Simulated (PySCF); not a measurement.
## Polarisability and C₆ of Ir²⁺ (iridium, charge +2)

[Xe] 4f14 5d7, high-spin 4F determinant. Computed with PySCF 2.14 in def2-QZVPPD with the def2 core potential (60 electrons) (7s5p4d4f2g, 88 functions), with a scalar-relativistic core potential. Coupled (time-dependent) response in atomic units; α is the mean over directions.

```json
{"method": "r2SCANh", "mean α (bohr³)": "10.22", "C₆ (like pair)": "67.19", "S(−4)": "25.12"}
{"method": "BP86", "mean α (bohr³)": "10.61", "C₆ (like pair)": "69.01", "S(−4)": "29.12"}
```

S(−4) is the Cauchy moment in α(ω) = α(0) + S(−4) ω² + …

Spin-orbit coupling is absent.

α(iu) at BP86:

```json
{"u (hartree)": "0", "α(iu) (bohr³)": "10.61"}
{"u (hartree)": "0.0500", "α(iu) (bohr³)": "10.54"}
{"u (hartree)": "0.100", "α(iu) (bohr³)": "10.33"}
{"u (hartree)": "0.200", "α(iu) (bohr³)": "9.630"}
{"u (hartree)": "0.300", "α(iu) (bohr³)": "8.756"}
{"u (hartree)": "0.500", "α(iu) (bohr³)": "7.098"}
{"u (hartree)": "0.750", "α(iu) (bohr³)": "5.527"}
{"u (hartree)": "1.00", "α(iu) (bohr³)": "4.403"}
{"u (hartree)": "1.50", "α(iu) (bohr³)": "2.957"}
{"u (hartree)": "2.00", "α(iu) (bohr³)": "2.103"}
{"u (hartree)": "3.00", "α(iu) (bohr³)": "1.200"}
{"u (hartree)": "5.00", "α(iu) (bohr³)": "0.5243"}
```

A single London oscillator, α(iu) = α/(1 + u²/ω²), gives C₆ = (3/4) ω α². Matching the computed C₆ needs ω = 4 × 69.01 / (3 × 10.61²) = 0.817 hartree.

For an ion, C₆ is the dispersion term alone; charge-induced terms of lower order in 1/R come first.

Energies and moments cover only the electrons outside the core potential. Spin-orbit coupling, absent here, splits the open shell strongly.
